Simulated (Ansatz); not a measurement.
Basis-set extrapolation for `FB1CC1` (PBE0-D4/def2-TZVP geometry, frozen core, the Gaussian-basis code of Ansatz). Multiplicity 1, RHF reference.

```csv
,def2-TZVPP,def2-QZVPP
HF,-202.272250,-202.281402
MP2 correlation,-0.676344,-0.727916
CCSD(T) correlation,-0.727680,not run
```

Energies in hartree. Use E(X) = E(∞) + A·exp(−7.88·√X) for Hartree–Fock and E(X) = E(∞) + B·X^(−2.97) for correlation, with X = 3 and 4, and add CCSD(T) minus MP2 of the smaller set to the MP2 limit.

Problem. What is the CCSD(T) energy at the basis-set limit?

Solution. HF limit: -202.281402 + (-0.009152) × 0.13774 = -202.28266. MP2 limit: -0.727916 + (-0.051572) × 0.74074 = -0.76612. Higher-order term: -0.727680 − (-0.676344) = -0.05134. Total: -203.10012 hartree, 263.0 kJ/mol below CCSD(T)/def2-TZVPP.
